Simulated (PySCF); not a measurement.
CH₇FOSi₂, SMILES F[Si@H](OC)[SiH3]. Geometry optimised at B3LYP-D3(BJ)/def2-SVP. The structure was generated by enumeration; whether it is a known compound was not checked. One conformer was computed; it need not be the lowest.

Computed equilibrium geometry at B3LYP-D3(BJ)/def2-SVP (PySCF confirms it by a frequency run) as a Z-matrix (one conformer of several):
```
Si
F 1 1.6346
O 1 1.6533 2 109.83
C 3 1.4140 1 126.17 2 68.15
H 4 1.1006 3 108.68 1 164.25
H 4 1.1038 5 108.45 3 -120.95
H 4 1.1060 5 108.30 6 -117.37
H 1 1.4925 2 105.43 3 118.59
Si 1 2.3396 8 115.96 2 -120.98
H 9 1.4910 1 109.72 8 179.87
H 9 1.4923 10 109.40 1 -120.10
H 9 1.4924 10 109.23 11 -119.03
```
Charge 0, spin multiplicity 1.
